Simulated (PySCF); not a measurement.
C3H8FNSi.
SMILES: `[SiH2]1NC[C@H](C1)F`

The closed-shell SCF was solved with PySCF and density fitting under several settings on one GFN2-xTB geometry (grid level 2 and gas phase unless stated).

```json
{"settings": "PBE0/pcSseg-1", "basis functions": "149", "SCF cycles": "12", "E (Eh)": "-562.7735", "HOMO (eV)": "-6.62", "LUMO (eV)": "0.75", "dipole (D)": "1.75"}
{"settings": "PBE0/def2-SVPD", "basis functions": "191", "SCF cycles": "12", "E (Eh)": "-562.5419", "HOMO (eV)": "-6.69", "LUMO (eV)": "0.45", "dipole (D)": "1.80"}
{"settings": "PBE0/pcSseg-1, IEF-PCM tetrahydrofuran", "basis functions": "149", "SCF cycles": "12", "E (Eh)": "-562.7785", "HOMO (eV)": "-6.52", "LUMO (eV)": "0.87", "dipole (D)": "2.16"}
```

Task: Estimate the row for these settings: LC-wPBE/ANO-RCC-VDZP.

Result: 
| settings | basis functions | SCF cycles | E (Eh) | HOMO (eV) | LUMO (eV) | dipole (D) |
| --- | --- | --- | --- | --- | --- | --- |
| LC-wPBE/ANO-RCC-VDZP | 128 | 14 | -562.9562 | -9.38 | 1.96 | 1.92 |

Task: Over all rows, what range does the HOMO–LUMO gap span?

Result: From 7.14 eV (PBE0/def2-SVPD) to 11.34 eV (LC-wPBE/ANO-RCC-VDZP). The functional of the narrowest has 25 % exact exchange, that of the widest range-separated exact exchange.

Task: And the dipole moment?

Result: From 1.75 D (PBE0/pcSseg-1) to 2.16 D (PBE0/pcSseg-1, IEF-PCM tetrahydrofuran); the largest is 1.23 times the smallest, and the median is 1.86 D.

Task: Compare two rows with the functional PBE0: PBE0/pcSseg-1 and PBE0/def2-SVPD. Which energy is lower, and by how much?

Result: PBE0/pcSseg-1 (149 functions) lies 0.2316 Eh or 145 kcal/mol below PBE0/def2-SVPD (191 functions). The smaller set gives the lower energy; the two sets aren't nested, so the variational bound doesn't order them by size.

Cycle counts include a coarse-grid stage where the run had one. ANO-RCC sets were contracted for a scalar-relativistic Hamiltonian, but ran non-relativistically here. The species at its GFN2-xTB geometry (one conformer only).
